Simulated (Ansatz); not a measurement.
Correlation energies of C$_{2}$H$_{3}$F$_{3}$Se (`C[Se]C(F)(F)F`) by basis set

```csv
atom,x (Å),y (Å),z (Å)
C1,0.670,-0.419,1.241
Se2,1.223,0.123,-0.539
C3,-0.586,0.408,-1.216
F4,-1.329,-0.701,-1.176
F5,-0.510,0.808,-2.483
F6,-1.251,1.340,-0.527
H7,1.589,-0.623,1.788
H8,0.068,-1.324,1.187
H9,0.127,0.388,1.727
```

Charge 0, multiplicity 1. Correlated methods include outer-core shells of Se, which these sets cover unevenly. Scalar relativity is left out up to krypton. The geometry is a stationary point of PBE0-D4/def2-TZVP. Frozen core, restricted reference, the Gaussian-basis code of Ansatz.

```json
{"basis": "def2-SVP", "HF (Eh)": "-2775.03614", "MP2 corr.": "-1.05887"}
{"basis": "def2-TZVPP", "HF (Eh)": "-2775.80211", "MP2 corr.": "-1.35058"}
{"basis": "def2-QZVPP", "HF (Eh)": "-2775.86584", "MP2 corr.": "-1.74819"}
```

Task: Estimate the CCSD correlation energy and the (T) correction in each basis where they were run (hartree).

Result: 
| basis | CCSD corr. | (T) |
| --- | --- | --- |
| def2-SVP | -1.08526 | -0.02563 |
| def2-TZVPP | -1.36814 | -0.04787 |
